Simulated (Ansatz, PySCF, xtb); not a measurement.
Pair of molecules: HF (SMILES F) (first 2 atoms) with H2 (SMILES [H][H]); geometry from B3LYP-D3(BJ)/def2-TZVP.
(charge 0, multiplicity 1):
```xyz
4

F      0.06905     0.09157    -0.12666
H      0.10901     0.08216     0.79901
H      0.56771     0.08013     2.71751
H     -0.17688     0.04173     2.75039
```

Counterpoise-corrected where a basis set is named; no monomer relaxation. Rows marked so take none.

Cores are frozen in the correlated methods. Rows in 3-21G carry no dispersion term and start afresh at each structure.

Codes used: Ansatz (an electronic-structure program) with Gaussian orbitals; PySCF for 3-21G rows, the dispersion terms; xtb for the GFN methods. Each number belongs to the level named beside it.

Problem. One of these levels gives 21.1 meV for the interaction energy. Name it.
(A) MP2/aug-cc-pVDZ
(B) PBE-D3(BJ)/def2-TZVPPD
(C) HF/3-21G (no counterpoise)
(D) GFN-FF

Solution. C, HF/3-21G (no counterpoise). The others give 47.4 (GFN-FF), -70.5 (PBE-D3(BJ)/def2-TZVPPD), -34.2 (MP2/aug-cc-pVDZ)
